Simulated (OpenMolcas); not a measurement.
## Tc4+: ligand-field states by method

Tc4+ with its 6 nearest chloride ions at 2.419 Å, on the Zr site of Cs2ZrCl6 (a = 10.407 Å, distance in the model lattice 2.446 Å). The rest of the host is ab initio model potentials to 7.6 Å and point charges beyond; the distance is set by hand and nothing relaxes. Ligand basis ANO-RCC-VDZP.
```
Tc    0.0000    0.0000    0.0000
Cl    2.4190    0.0000    0.0000
Cl    0.0000    2.4190    0.0000
Cl   -2.4190    0.0000    0.0000
Cl    0.0000   -2.4190    0.0000
Cl    0.0000    0.0000    2.4190
Cl    0.0000    0.0000   -2.4190
```

```json
{
  "Program": "OpenMolcas",
  "Basis": "ANO-RCC-VDZP [6s5p3d1f]",
  "Scalar Hamiltonian": "DKH2, point nucleus",
  "Active space": "3 electrons in 5 orbitals (4d)",
  "State averaging": "2S+1 = 4 even, 10 roots; 2S+1 = 2 even, 40 roots",
  "Spin-orbit coupling": "state interaction with AMFI integrals over the reference wave functions"
}
```

I. CASSCF
II. SS-CASPT2, IPEA 0.25 Eh, imaginary shift 0.1 Eh (closed shells correlated: 4s 4p and the ligand valence shells)

Spin-free states (labels of O, the rotations of Oh) in cm-1, each column counted from its own energy of the first state listed:

```csv
State,Degeneracy,I,II
4A2,1,0,0
2E,2,13749,9430
2T1,3,14441,9520
2T2,3,21550,15790
4T2,3,24600,28430
4T1,3,31333,33330
2A1,1,35104,33980
2S+1 = 2,3,35662,34910
2S+1 = 2,3,37140,36240
2E,2,38885,37110
```

From I to II, I's first state of the same spin (4T2) moves from 24600 to 28430 cm-1, by about +3800 cm-1.

From I to II, I's first state of another spin (2E) moves from 13749 to 9430 cm-1, by about -4300 cm-1.

χT at 300 K: I 1.79, II 1.79 cm3 K/mol.

Roots that are degenerate in the reference are averaged as groups; the widest CASPT2 spread within a group is 1000 cm-1 (the 3-fold group of multiplicity 2 near 63000 cm-1 above the lowest state of its run, II). Shifts and gaps below about the spread of the groups concerned are not significant. Over all roots computed the reference weight is 0.63 to 0.65 in II; a low but even weight reflects the number of correlated electrons. The least metal-like active orbital is 67 % on the metal (Löwdin) and no ligand orbital is active, so the numbers are rough. Ligand-to-metal charge-transfer states are missing. With no ligand orbital active B as a rule stays too high, so bands that hang on it stand too high and its fall with covalency is understated. Without dynamic correlation the repulsion within the d shell is too large (B by tens of per cent), so at a given field states of lower spin stand too high (holds for I). With metal d orbitals alone the field can be off either way by tens of per cent (holds for I). With one d shell and no ligand orbital active, 10Dq can be off by a tenth or more (holds for II). No measured value stands beside these numbers; the geometry was set by hand and not optimised.
